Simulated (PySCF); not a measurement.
Phosphorus: a sound run and one with changed settings

Sound run: P⁺ [Ne] 3s2 3p2, P²⁺ [Ne] 3s2 3p1. Calculation: PySCF 2.14, in 6-31G* (4s3p1d, 18 functions); the non-relativistic Hamiltonian (point nucleus). In the sound run the correlated levels freeze [Ne]. The sound run starts from symmetry-adapted Hartree-Fock orbitals and uses a fine grid where one is needed.

Changed run: a valence shell is frozen. This setting is unsound on purpose.

| species | method | sound run (hartree) | changed run (hartree) | converged |
| --- | --- | --- | --- | --- |
| P⁺ | MP2 | -340.37069 | -340.32806 | yes |
| P⁺ | CCSD(T) | -340.39067 | -340.32980 | yes |

Ionisation energy of P⁺:

```json
{"method": "UHF", "sound run (eV)": "19.179", "changed run (eV)": "19.179"}
{"method": "MP2", "sound run (eV)": "19.406", "changed run (eV)": "19.298"}
{"method": "SCS-MP2", "sound run (eV)": "19.336", "changed run (eV)": "19.218"}
{"method": "CCSD", "sound run (eV)": "19.407", "changed run (eV)": "19.345"}
{"method": "CCSD(T)", "sound run (eV)": "19.414", "changed run (eV)": "19.345"}
{"method": "CCSDT", "sound run (eV)": "n/a", "changed run (eV)": "19.345"}
{"method": "FCI", "sound run (eV)": "n/a", "changed run (eV)": "19.345"}
```

Freezing a valence shell removes pair correlation that changes on ionisation.

For comparison, NIST gives 19.769 eV between the lowest levels.
